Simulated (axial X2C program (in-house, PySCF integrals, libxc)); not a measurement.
Which molecule has these constants?

All values come from calculations with an axial X2C code built on PySCF integrals, spin-free (one-electron X2C) or two-component (2c: spin–orbit coupling with atomic mean-field Coulomb and Gaunt terms, which also bring small scalar terms), in Dyall basis sets with cores contracted in-house; open shells are unrestricted.

A two-component PBE0 calculation in a Dyall 3-zeta basis gave Re = 1.632 Å, ωe = 681.4 cm⁻¹, De = 2.03 eV, dipole magnitude 3.81 D, Ω = 1.

Problem. Which molecule is it?
A. MnN
B. MnAs
C. MnSb

Solution. A. The others have MnSb 2.498 Å and 244.3 cm⁻¹ (Ω = 1); MnAs 2.271 Å and 303.7 cm⁻¹ (Ω = 1).

Each entry is the lowest single determinant of a limited PBE0 search at one distance. De goes to single-determinant-based atoms at the same level (for ions the charge split of lowest energy) and is withheld (n/a) where an atom does not fit its ground term or J level. Main or longest-lived isotopes. One determinant is a doubtful description, or other states lie close, for MnN, MnSb, MnAs; these need not be ground states, and all values refer to the states named. Some open-shell Ω = 0 determinants are out of reach, so the Ω given for MnN, MnSb, MnAs need not be the lowest component. With several unpaired electrons the Ω given is that of one determinant, not necessarily of the lowest component. The functionals have no current term, which raises determinants with orbital currents. Where the atoms have a lower orbital projection than the molecule, De at mean-field level may be about a tenth of an eV too small.
